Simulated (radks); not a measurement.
Q: The nitrogen anion N3-, [Ne], held by a Watson sphere: a shell of charge +3 at radius R that stands for the Madelung well of a crystal (potential energy -3/R inside, -3/r outside, in hartree with lengths in bohr). Calculated with a radial shooting solver on a logarithmic mesh with Libxc functionals: non-relativistic Kohn-Sham, LDA (Slater exchange, Perdew-Wang correlation), spin-polarised, spherical densities, point nucleus. Response by self-consistent Sternheimer equations with the Hartree and adiabatic LDA kernel. The sphere does not respond.

| R (bohr) | e(1s) (eV) | e(2s) (eV) | e(2p) (eV) | <r> 2p (bohr) | sum of <r^2> (bohr^2) | X-ray form factor at sin(theta)/lambda = 0.2 1/angstrom | alpha (bohr^3) |
|---|---|---|---|---|---|---|---|
| 2.03 | -374.31 | -18.211 | -7.510 | 1.764 | 29.48 | 5.178 | 21.36 |
| 2.26 | -374.66 | -17.182 | -6.764 | 1.858 | 32.61 | 4.994 | 27.79 |
| 2.37 | -374.79 | -16.746 | -6.438 | 1.903 | 34.14 | 4.920 | 31.47 |
| 3.3 | -375.14 | -14.263 | -4.380 | 2.274 | 48.61 | 4.568 | 85.30 |
| 3.65 | -375.12 | -13.740 | -3.867 | 2.413 | 54.90 | 4.524 | 120.1 |
| 3.95 | -375.09 | -13.406 | -3.509 | 2.530 | 60.71 | 4.508 | 158.4 |
| 3.96 | -375.09 | -13.396 | -3.498 | 2.534 | 60.91 | 4.508 | 159.8 |

Estimate the row for R = 3.84 bohr.

A: e(1s) (eV) -375.11; e(2s) (eV) -13.518; e(2p) (eV) -3.632; <r> 2p (bohr) 2.487; sum of <r^2> (bohr^2) 58.53; X-ray form factor at sin(theta)/lambda = 0.2 1/angstrom 4.512; alpha (bohr^3) 143.4.
